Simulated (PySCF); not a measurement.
# Low-lying terms of Cu²⁷⁺ (copper, charge +27)

Ground state 1s2, ¹S. Computed with PySCF 2.14 in an uncontracted even-tempered set (18 s from 2.05 bohr⁻², ratio 2.5; 9 p from 2.49 bohr⁻², ratio 2.7; 7 d from 2.82 bohr⁻², ratio 2.7; 3 f from 220 bohr⁻², ratio 2.7), with scalar relativity by spin-free X2C-1e. Vertical excitation energies in eV without spin-orbit coupling; excited terms of each kind are numbered among those the solver found. Frozen: nothing.

| term | leading excitation | EOM-EE-CCSD |
| --- | --- | --- |
| 1 3S | 1s → s | 8320.2 |
| 1 1S | 1s → s | 8355.4 |
| 1 3P° | 1s → p | 8371.1 |
| 1 1P° | 1s → p | 8396.0 |
| 2 3S | 1s → s | 9860.5 |
| 2 1S | 1s → s | 9869.8 |
| 2 3P° | 1s → p | 9875.3 |
| 2 1P° | 1s → p | 9882.0 |
| 1 3D | 1s → d | 9884.4 |
| 1 1D | 1s → d | 9884.8 |
| 2 3D | 1s → d | 10405.9 |
| 2 1D | 1s → d | 10406.1 |

Only the lower part of the computed list is shown. Doubly excited terms such as np² are absent. The solver can miss terms. The 8 highest virtual orbitals were dropped.
